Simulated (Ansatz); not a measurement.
C₈H₂₂F₂Si₃, SMILES `C[Si](C)(C)C[Si](F)(F)C[Si](C)(C)C`, relaxed with RKS PBE-D4/def2-SVP in the Gaussian-basis code of Ansatz from a rough embedded geometry. The force threshold is 0.03 eV/Å; the program also tests the step.

The species carries charge 0 and has multiplicity 1.

Start:

```xyz
35

C     2.422   -1.961   -2.686
Si    0.660   -1.546   -2.228
C    -0.007   -3.022   -1.337
C    -0.393   -1.274   -3.750
C     0.751   -0.010   -1.134
Si   -0.922    0.488   -0.589
F    -1.655   -0.723    0.203
F    -1.819    0.850   -1.866
C    -0.889    1.954    0.501
Si   -0.508    1.566    2.289
C    -0.353    3.220    3.209
C     1.099    0.653    2.509
C    -1.890    0.616    3.034
H     3.074   -2.182   -1.891
H     2.879   -1.126   -3.295
H     2.431   -2.892   -3.405
H     0.492   -3.207   -0.376
H    -1.076   -2.940   -1.103
H     0.104   -3.945   -1.900
H    -0.199   -2.107   -4.514
H    -1.394   -1.116   -3.597
H     0.004   -0.323   -4.271
H     1.357   -0.250   -0.301
H     1.235    0.781   -1.705
H    -0.189    2.715    0.163
H    -1.885    2.467    0.425
H     0.468    3.827    2.815
H    -1.316    3.757    3.141
H    -0.173    3.064    4.275
H     1.361    0.637    3.516
H     1.044   -0.358    2.133
H     1.885    1.211    1.966
H    -2.873    1.069    2.925
H    -1.972   -0.414    2.694
H    -1.752    0.521    4.150
```

```json
{"step": "1", "energy (eV)": "-37680.8145", "largest force (eV/Å)": "4.473", "largest move (Å)": "0.000"}
{"step": "2", "energy (eV)": "-37681.5996", "largest force (eV/Å)": "1.295", "largest move (Å)": "0.158"}
{"step": "3", "energy (eV)": "-37681.6479", "largest force (eV/Å)": "0.713", "largest move (Å)": "0.200"}
{"step": "4", "energy (eV)": "-37681.7091", "largest force (eV/Å)": "0.235", "largest move (Å)": "0.200"}
{"step": "5", "energy (eV)": "-37681.7179", "largest force (eV/Å)": "0.078", "largest move (Å)": "0.047"}
{"step": "6", "energy (eV)": "-37681.7202", "largest force (eV/Å)": "0.020", "largest move (Å)": "0.033"}
{"step": "7", "energy (eV)": "-37681.7221", "largest force (eV/Å)": "0.036", "largest move (Å)": "0.055"}
{"step": "8", "energy (eV)": "-37681.7239", "largest force (eV/Å)": "0.034", "largest move (Å)": "0.077"}
{"step": "9", "energy (eV)": "-37681.7253", "largest force (eV/Å)": "0.049", "largest move (Å)": "0.072"}
{"step": "10", "energy (eV)": "-37681.7264", "largest force (eV/Å)": "0.057", "largest move (Å)": "0.060"}
{"step": "11", "energy (eV)": "-37681.7271", "largest force (eV/Å)": "0.045", "largest move (Å)": "0.047"}
{"step": "12", "energy (eV)": "-37681.7277", "largest force (eV/Å)": "0.016", "largest move (Å)": "0.038"}
{"step": "13", "energy (eV)": "-37681.7282", "largest force (eV/Å)": "0.018", "largest move (Å)": "0.046"}
{"step": "14", "energy (eV)": "-37681.7292", "largest force (eV/Å)": "0.052", "largest move (Å)": "0.129"}
{"step": "15", "energy (eV)": "-37681.7300", "largest force (eV/Å)": "0.064", "largest move (Å)": "0.063"}
{"step": "16", "energy (eV)": "-37681.7313", "largest force (eV/Å)": "0.060", "largest move (Å)": "0.076"}
{"step": "17", "energy (eV)": "-37681.7327", "largest force (eV/Å)": "0.072", "largest move (Å)": "0.088"}
{"step": "18", "energy (eV)": "-37681.7344", "largest force (eV/Å)": "0.107", "largest move (Å)": "0.095"}
{"step": "19", "energy (eV)": "-37681.7363", "largest force (eV/Å)": "0.138", "largest move (Å)": "0.106"}
{"step": "20", "energy (eV)": "-37681.7383", "largest force (eV/Å)": "0.150", "largest move (Å)": "0.082"}
{"step": "21", "energy (eV)": "-37681.7411", "largest force (eV/Å)": "0.168", "largest move (Å)": "0.111"}
{"step": "22", "energy (eV)": "-37681.7434", "largest force (eV/Å)": "0.181", "largest move (Å)": "0.099"}
{"step": "23", "energy (eV)": "-37681.7453", "largest force (eV/Å)": "0.164", "largest move (Å)": "0.065"}
{"step": "24", "energy (eV)": "-37681.7472", "largest force (eV/Å)": "0.102", "largest move (Å)": "0.075"}
{"step": "25", "energy (eV)": "-37681.7479", "largest force (eV/Å)": "0.022", "largest move (Å)": "0.028"}
```

End:

```xyz
35

C     2.424   -1.835   -3.109
Si    0.805   -1.529   -2.176
C     0.620   -2.774   -0.764
C    -0.665   -1.660   -3.357
C     0.852    0.235   -1.434
Si   -0.783    0.879   -0.830
F    -1.686   -0.395   -0.275
F    -1.633    1.420   -2.129
C    -0.746    2.171    0.506
Si   -0.625    1.498    2.292
C    -0.172    2.929    3.445
C     0.719    0.163    2.374
C    -2.297    0.763    2.775
H     3.302   -1.727   -2.440
H     2.545   -1.118   -3.948
H     2.447   -2.859   -3.536
H     1.469   -2.708   -0.052
H    -0.317   -2.576   -0.206
H     0.581   -3.814   -1.148
H    -0.659   -2.627   -3.901
H    -1.618   -1.588   -2.796
H    -0.655   -0.843   -4.107
H     1.586    0.253   -0.599
H     1.225    0.943   -2.206
H     0.115    2.846    0.308
H    -1.665    2.794    0.428
H     0.811    3.369    3.177
H    -0.930    3.738    3.396
H    -0.113    2.586    4.499
H     0.835   -0.210    3.413
H     0.463   -0.706    1.734
H     1.704    0.555    2.048
H    -3.089    1.541    2.787
H    -2.592   -0.017    2.045
H    -2.257    0.304    3.784
```

Run time 2.3 min (11 threads of an AMD EPYC 7R13 on a shared host and a whole NVIDIA H100 80 GB); peak host memory 1.4 GiB.
